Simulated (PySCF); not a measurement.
Molecule: Al(OH)3(OMe2), C₂H₉AlO₄, singlet. Atoms near the plane z = 1.5 Å, at the GFN2-xTB optimised geometry (x, y, z in Å): Al1 (-0.4, -0.4, 0.0), O2 (-1.2, -1.8, 0.7), H3 (-2.0, -2.0, 1.1), O4 (-1.3, 1.1, 0.0), H5 (-1.1, 2.0, 0.2), O6 (1.2, -0.4, 0.0), H7 (2.0, -0.7, 0.4).

Level of theory: PBE0/def2-TZVP run with PySCF 2.14.0. The values are rescaled to run from 0 to 1.

```
|00000000000000000000000000000|
|00000000000000000000000000000|
|00000000000000000000000000000|
|00000000000000000000000000000|
|00000000000000000000000000000|
|00000000000000000000000000000|
|00000000000000000000000000000|
|00000000000000000000000000000|
|00000000000000000000000000000|
|00000000111110000000000000000|
|00000001222211000000000000000|
|00000012333321000000000000000|
|00000001233321000111000000000|
|00000000001110001221000000000|
|00000000000000012321100000000|
|00000000001100012321111000000|
|00000000124431001212232000000|
|00000012246763000111232000000|
|00000245557875100001121000000|
|00001578877886200000000000000|
|00002689987887300000000000000|
|00002679976776300000000000000|
|00001456644565300000000000000|
|00000122212343200000000000000|
|00000000000121000000000000000|
|00000000000000000000000000000|
|00000000000000000000000000000|
|00000000000000000000000000000|
|00000000000000000000000000000|
```
Scale: ten equal steps from 0.000 (start of '0') to 1.00 (end of '9'), in the order '0123456789'; x runs from -4.50 to 4.50, y from -4.50 (bottom) to 4.50 (top).

Task: Which quantity is mapped?
A) Laplacian of the electron density
B) electron localisation function
C) deformation density (molecule minus spherical neutral atoms)
D) log10 of the electron density

Result: B, electron localisation function
